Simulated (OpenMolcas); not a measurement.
Fe4+ (d4) in a complex was computed by CASSCF with the d shell active (OpenMolcas, ANO-RCC-VTZP on the metal). Its lowest spin-free states, and all those of the highest spin:

```json
{"2S+1": "5", "Degeneracy": "1", "E (cm-1)": "0.0"}
{"2S+1": "5", "Degeneracy": "1", "E (cm-1)": "19734"}
{"2S+1": "3", "Degeneracy": "1", "E (cm-1)": "21752"}
{"2S+1": "5", "Degeneracy": "1", "E (cm-1)": "22392"}
{"2S+1": "3", "Degeneracy": "2", "E (cm-1)": "24517"}
{"2S+1": "3", "Degeneracy": "1", "E (cm-1)": "25438"}
{"2S+1": "5", "Degeneracy": "2", "E (cm-1)": "26004"}
{"2S+1": "3", "Degeneracy": "1", "E (cm-1)": "27640"}
{"2S+1": "3", "Degeneracy": "2", "E (cm-1)": "29573"}
{"2S+1": "3", "Degeneracy": "1", "E (cm-1)": "29863"}
{"2S+1": "3", "Degeneracy": "1", "E (cm-1)": "30271"}
{"2S+1": "3", "Degeneracy": "2", "E (cm-1)": "30332"}
```

Task: Is the site octahedral, tetrahedral or cube-like, axial, or of lower symmetry?

Result: The states with 2S+1 = 5 have orbital degeneracies 1, 1, 1, 2. There are pairs but no triples, so the site is axial: not cubic, but with a proper or improper axis of order three or more. The run had Fe4+ with 6 ligands (oxide) in tetragonal octahedral coordination (D4h) at 1.96 Å, the axial distance 1.980 Å. A charge of +1.33 e stands 2.4 Å behind each ligand. Ligand basis ANO-RCC-VDZP.

Without dynamic correlation the repulsion within the d shell is too large (B by tens of per cent), so at a given field states of lower spin stand too high. CASSCF with metal d orbitals alone favours high spin, so a ground state of lower spin is not ruled out. The least metal-like active orbital is 67 % on the metal (Löwdin) and no ligand orbital is active, so the numbers are rough, and ground spin, moment and any spin crossover can be artefacts of this space; highly charged d ions in such sites are as a rule low spin. The oxide ions are held by bare point charges, a crude embedding. Ligand-to-metal charge-transfer states are missing. With no ligand orbital active B as a rule stays too high, so bands that hang on it stand too high and its fall with covalency is understated. With metal d orbitals alone and no dynamic correlation the field as a rule comes out too small, by tens of per cent, by up to half for chloride and softer ligands. No measured value stands beside these numbers; the geometry was imposed, not optimised, and the real ion may take another.
